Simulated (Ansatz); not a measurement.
Mulliken charges of BrFSn (`[F][Sn][Br]`) from PBE/def2-TZVPP in Ansatz (PBE0-D4/def2-TZVP geometry).

```csv
atom,x (Å),y (Å),z (Å),charge (e)
F1,-0.943,1.249,-0.389,-0.433
Sn2,-0.636,-0.662,-0.417,0.778
Br3,1.569,-0.651,0.792,-0.345
```

Task: By hand: the dipole of these point charges (1 e Å = 4.8032 D).

Result: Σ q r = (-0.628, -0.831, -0.429) e Å, of length 1.126 e Å = 5.41 D.

Task: How does the dipole of the full density compare? (Best estimate.)

Result: Ansatz gave: (-0.351, -0.504, -0.244) e Å, 3.17 D; the point charges give 1.71 times that, at 2° from its direction.

Point charges leave out the atoms' own dipoles, such as those of lone pairs, and Mulliken's split depends on the basis, so the two needn't agree.
